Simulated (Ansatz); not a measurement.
Start from `[CH3][AlH][Se]C` and change one atom or group to get `C[Se][AlH][OH]`.

Ansatz, PBE0-D4/def2-TZVP geometries, multiplicity 1. Each molecule was computed in one conformer, which needn't be the lowest.

Scalar relativity is left out up to krypton.

| property | `[CH3][AlH][Se]C` |
| --- | --- |
| HOMO energy (PBE0/def2-TZVPP) / eV | -6.73 |
| HOMO–LUMO gap (PBE0/def2-TZVPP) / eV | 5.78 |
| HOMO energy (ωB97M-V/def2-TZVPP) / eV | -8.85 |
| LUMO energy (PBE/def2-TZVPP) / eV | -1.68 |
| HOMO–LUMO gap (PBE/def2-TZVPP) / eV | 3.98 |
| size of the dipole moment (PBE/def2-TZVPP) / D | 2.06 |

**Question.** Give the same properties after the change, and the shifts. (An estimate is asked.)

**Answer.** Computed: 
```json
{"property": "HOMO energy (PBE0/def2-TZVPP) / eV", "`C[Se][AlH][OH]`": "-6.84", "shift": "-0.11"}
{"property": "HOMO–LUMO gap (PBE0/def2-TZVPP) / eV", "`C[Se][AlH][OH]`": "6.27", "shift": "0.49"}
{"property": "HOMO energy (ωB97M-V/def2-TZVPP) / eV", "`C[Se][AlH][OH]`": "-8.96", "shift": "-0.11"}
{"property": "LUMO energy (PBE/def2-TZVPP) / eV", "`C[Se][AlH][OH]`": "-1.31", "shift": "0.37"}
{"property": "HOMO–LUMO gap (PBE/def2-TZVPP) / eV", "`C[Se][AlH][OH]`": "4.42", "shift": "0.44"}
{"property": "size of the dipole moment (PBE/def2-TZVPP) / D", "`C[Se][AlH][OH]`": "0.91", "shift": "-1.15"}
```

With PBE0 the HOMO falls by 0.11 eV and the LUMO rises by 0.36 eV, so the gap widens by about 0.47 eV. PBE moves the HOMO by -0.07 eV and ωB97M-V by -0.11 eV. Dipoles are sizes alone; their direction can turn.

Spin–orbit coupling is left out; it splits and shifts lone-pair levels of the heavy atoms by tenths of an eV.
